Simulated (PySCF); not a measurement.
Compound: BiF3.
SMILES: `[F][Bi]([F])[F]`

A linear-response calculation (PySCF, def2-SVPD basis, gas phase, vertical, core orbitals frozen in the response) gave these numbers; the functional is withheld.

Orbital energies (eV): HOMO-3 -10.94, HOMO-2 -10.93, HOMO-1 -10.87, HOMO -10.08, LUMO -2.34, LUMO+1 -2.33, LUMO+2 -1.89.

| state | E (eV) | f | main configurations (H = HOMO, L = LUMO) |
| --- | --- | --- | --- |
| S1 | 6.90 | 0.057 | H→L (84%) |
| S2 | 6.91 | 0.056 | H→L+1 (83%) |
| S3 | 7.24 | 0.122 | H→L+2 (93%) |
| S4 | 7.27 | 0.0017 | H-1→L (60%), H-3/H-2→L (≥14%), H-3/H-2→L+1 (≥10%) |
| S5 | 7.28 | 0.0014 | H-1→L+1 (54%), H-3/H-2→L (≥15%), H-3/H-2→L+1 (≥13%) |
| S6 | 7.34 | 0.0010 | H-3/H-2→L (≥48%), H-3/H-2→L+1 (≥46%) |

Triplets (Tamm–Dancoff): T1 5.95 eV, H→L (96%); T2 5.96 eV, H→L+1 (96%); T3 6.39 eV, H→L+2 (93%); T4 6.93 eV, H-1→L (79%).

Vertical ionisation energy by ΔSCF with the same functional: 12.59 eV. Mean static polarisability: 40.0 au.

Orbitals of the list HOMO-3 to LUMO+2 that lie within 0.01 eV of each other are written together with a slash and their weights summed (≥ marks a lower bound); for degenerate orbitals outside that list single weights are arbitrary.

Task: Which of these was used?
A. B3LYP
B. wB97X-D
C. PBE
D. HF

Result: A. B3LYP is a global hybrid with 20% exact exchange. In this run −ε(HOMO) = 10.08 eV differs from the ΔSCF value by -2.52 eV, and S1 differs from the orbital gap of 7.73 eV by -0.83 eV. The ratio −ε(HOMO)/IP is 0.80. Usual ranges for neutral molecules in this basis: 0.67 to 0.83 with B3LYP, 0.5 to 0.7 with PBE, 0.89 to 0.99 with wB97X-D; Hartree–Fock can't fall below 1, since the ion's relaxation only lowers the ΔSCF value.

Computed, not measured: PySCF, TDDFT B3LYP/def2-SVPD, vertical, gas phase, core orbitals frozen in the response, def2 core potentials past Kr. Geometry: PBE0-D3(BJ)/def2-SVP; no solvent, vibrations or thermal averaging. Spin–orbit coupling is left out.

Hardware: one thread of an x86-64 server, no GPU, on a shared host. Cost: 31 s wall.
